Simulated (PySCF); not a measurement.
Electron correlation in Mg (magnesium, neutral)

[Ne] 3s2, closed-shell 1S. All numbers are calculated (PySCF 2.14, the spin-free X2C one-electron Hamiltonian (Gaussian nucleus), in x2c-TZVPPall with one added diffuse shell each of s, p, d type (6s5p4d, 41 functions)). Frozen: 1s2; 10 electrons correlated.

| level | correlation energy (mhartree) |
| --- | --- |
| CCSD | -201.49 |
| (T) | -2.06 |
| CCSD(T) | -203.55 |

Diagnostics: T1 = 0.0099, D1 = 0.0295, largest double amplitude 0.082.

Cost of the coupled-cluster step: about 0.7 core-seconds, for 10 correlated electrons.

This basis was not built for core-valence correlation, so the inner-shell part is incomplete.
